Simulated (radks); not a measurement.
Results of a calculation; reference values are marked as such.
Question: The table gives one normalised radial function P(r) = r R(r) (large component) of Dy22+ in [Kr] 4d8 (r in bohr). Code: a radial shooting solver on a logarithmic mesh with Libxc functionals. Model: Dirac Kohn-Sham, PBE, spin-unpolarised, spherical densities, point nucleus; open shells fill j = l - 1/2 first.

| r | P |
|---|---|
| 0.001802 | 0.0198 |
| 0.002309 | 0.0269 |
| 0.002958 | 0.0369 |
| 0.003761 | 0.0505 |
| 0.004819 | 0.0704 |
| 0.006176 | 0.0985 |
| 0.007914 | 0.1377 |
| 0.01014 | 0.1914 |
| 0.01289 | 0.2600 |
| 0.01652 | 0.3493 |
| 0.02117 | 0.4543 |
| 0.02713 | 0.5628 |
| 0.03477 | 0.6488 |
| 0.04455 | 0.6689 |
| 0.05664 | 0.5721 |
| 0.07258 | 0.3050 |
| 0.093 | -0.1297 |
| 0.1192 | -0.6263 |
| 0.1527 | -0.9573 |
| 0.1957 | -0.8535 |
| 0.2488 | -0.2310 |
| 0.3188 | 0.7278 |
| 0.4086 | 1.4906 |
| 0.5236 | 1.6174 |
| 0.6709 | 1.1489 |
| 0.8597 | 0.5384 |
| 1.093 | 0.1652 |
| 1.401 | 0.0276 |
| 1.795 | 0.0022 |

Which n and l does it have? It may be an empty orbital.

Answer: n = 4, l = 1: the number of nodes gives n - l - 1 = 2, the rise at small r points to l (for j = l - 1/2 the large component starts as r^gamma with gamma = sqrt(l^2 - (Z/c)^2) = 0.88 and the r^(l+1) term takes over further out; the orbital of l - 1 with the same j starts with the same power, but with a larger coefficient, and does not steepen), and the extent must fit the shell. The curve is that of 4p1/2; the two j differ most near the nucleus, where j = l - 1/2 has the larger amplitude, and in heavy atoms j = l - 1/2 is also the more compact. 4p1/2: eigenvalue -905.87 eV, 2 radial nodes at r = 0.0870, 0.265 bohr, <r> = 0.507 bohr, 90 % of the charge inside 0.729 bohr.
